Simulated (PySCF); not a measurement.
Mean polarisability (bohr³) of eight silicon and germanium compounds: PBE beside PBE0, computed with PySCF for isolated molecules in the bases named; differences from unrounded values. The eight are the first of their class met in an unordered collection, after screening for sound electronic states; none was chosen by its value. Each molecule has one DFT geometry for both levels.

```
molecule                                                         basis  PBE0    PBE  difference
-----------------------------------------------------------  ---------  ----  -----  ----------
C₂H₉ClOSi₂, SMILES OCC[Si@H]([SiH3])Cl                       def2-TZVP  97.0  100.9         3.9
C4H7FSi, SMILES F[C@@H]1CC=C1[SiH3]                          def2-TZVP  73.0   75.7         2.7
C3H9NSi2, SMILES C#C[Si@@H](C)N[SiH3]                        def2-TZVP  90.8   94.3         3.6
Ge(F)(OH)2(NH2) (FGeH4NO2), SMILES [NH2][Ge]([OH])([OH])[F]  def2-TZVP  39.7   42.1         2.4
Si(Cl)(Br)(Me)(OH) (CH4BrClOSi), SMILES [Si](Br)(O)(Cl)C     def2-TZVP  70.3   72.9         2.7
C2H7BrSi, SMILES CC[SiH2]Br                                  def2-TZVP  70.3   72.5         2.3
Si(H)2(Et)(NH2) (C2H9NSi), SMILES CC[SiH2]N                  def2-TZVP  59.2   61.4         2.2
C2H9FSi2, SMILES CC[SiH2][SiH2]F                             def2-TZVP  80.5   83.7         3.2
```

PBE lies below PBE0 in 0 and above it in 8 of the eight; the mean signed difference is 2.9 and the largest 3.9 bohr³.
